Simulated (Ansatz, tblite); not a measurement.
Oligo(thiophene), aryl ends: gap (eV) at several levels, gas phase, relaxed structures; Ansatz, xTB through tblite. The structures are stationary points that may keep the symmetry of their start.

```json
{"species": "COc1ccc(-c2ccc(-c3ccc(-c4ccc(-c5ccc(C(F)=C(F)F)cc5)s4)s3)s2)cc1", "state": "singlet", "geometry": "PBE-D4/def2-SVP", "GFN1-xTB": "1.61", "GFN2-xTB": "1.54", "PBE-D4/def2-SVP": "1.72", "r2SCAN-D4/def2-SVP": "1.85", "PBE0-D4/def2-SVP": "3.01"}
{"species": "C39H23F3OS6", "state": "singlet", "geometry": "r2SCAN-D4/def2-SVP", "GFN1-xTB": "1.33", "GFN2-xTB": "1.27", "PBE-D4/def2-SVP": "1.38", "r2SCAN-D4/def2-SVP": "1.48", "PBE0-D4/def2-SVP": "2.57"}
```

Problem. Estimate the rows for COc1ccc(-c2ccc(-c3ccc(-c4ccc(-c5ccc(-c6ccc(C(F)=C(F)F)cc6)s5)s4)s3)s2)cc1 (singlet, PBE-D4/def2-SVP geometry).

Solution. 
| species | state | geometry | GFN1-xTB | GFN2-xTB | PBE-D4/def2-SVP | r2SCAN-D4/def2-SVP | PBE0-D4/def2-SVP |
| --- | --- | --- | --- | --- | --- | --- | --- |
| COc1ccc(-c2ccc(-c3ccc(-c4ccc(-c5ccc(-c6ccc(C(F)=C(F)F)cc6)s5)s4)s3)s2)cc1 | singlet | PBE-D4/def2-SVP | 1.46 | 1.39 | 1.55 | 1.66 | 2.78 |

Over the 3 species that have every level, the mean is 1.46 at GFN1-xTB, 1.40 at GFN2-xTB, 1.55 at PBE-D4/def2-SVP, 1.66 at r2SCAN-D4/def2-SVP, 2.79 at PBE0-D4/def2-SVP. Orbital gaps grow with the share of exact exchange and aren't one observable across functionals.
